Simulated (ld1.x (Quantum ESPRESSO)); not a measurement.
# sulfur (S): one change to an RRKJ potential, before and after

* Element: S (Z = 16)
* Generator: ld1.x (Quantum ESPRESSO) 7.5
* Type: norm-conserving RRKJ (Kleinman–Bylander form)
* Functional: LDA (PZ)
* Relativity: scalar-relativistic
* Frozen core: [Ne]
* Valence charge: 6
* Reference configuration: 3s2 3p3.5 (charge +0.5)
* Partial waves: 3p (bound): rc 1.25 bohr; 3d channel at 0.4 Ry: rc 1.00 bohr; 3s (bound): rc 1.15 bohr
* Local potential: the s channel
* Core correction: Bessel-smoothed model core inside 0.85 bohr
* rho0: 0.001

Change: all radii but the core radius scaled by about 0.88 (s 1.00, p 1.10, d 0.88 bohr).

Cutoffs: the cutoffs (Ry, on a coarse ladder) from which the occupation-weighted sum of valence levels, in a spherical-Bessel basis at the reference potential, stays within 10 and 1 mRy of its value at 400 Ry; they do not see the model core or the augmentation charge, which bear on the density cutoff. Errors are all-electron minus pseudo energies relative to the spin-unpolarised reference configuration.

Task: How do hardness, ghosts and transferability respond?

Result: The potential gets harder (60 Ry and 120 Ry → 100 Ry and 230 Ry); of the 9 tests that both files solve, the error grows in 6 and shrinks in 2 by more than 15 % and 0.3 meV (median size 3.0 → 3.4 meV); neither file shows a bound ghost. A smaller radius makes the pseudo-wave follow the all-electron one further in, where it bends more sharply, so more plane waves are needed.

```tsv
quantity	base	changed
cutoff, loose	60 Ry	100 Ry
cutoff, tight	120 Ry	230 Ry
loose cutoff by channel (10 mRy a level)	p 10 Ry, s 50 Ry	p 80 Ry, s 70 Ry
bound ghosts	none	none
error for 3s2 3p4, meV [ΔE -4.71 eV]	+1.3	+1.6
error for 3s2 3p3, meV [ΔE 7.15 eV]	+1.1	+1.7
error for 3s2 3p2, meV [ΔE 29.53 eV]	+19	+25
error for 3s2 3p0, meV [ΔE 110.67 eV]	+190	+217
error for 3s0 3p6, meV [ΔE 15.90 eV]	-3.0	-6.6
error for 3s1 3p5, meV [ΔE 5.53 eV]	-0.5	-1.6
error for 3s1 3p4, meV [ΔE 17.95 eV]	+1.9	+3.5
error for 3s2 3p3.5 (spin-polarised), meV [ΔE -1.22 eV]	+12	+2.2
error for 3s2 3p4 (spin-polarised), meV [ΔE -5.41 eV]	+8.1	+3.4
```
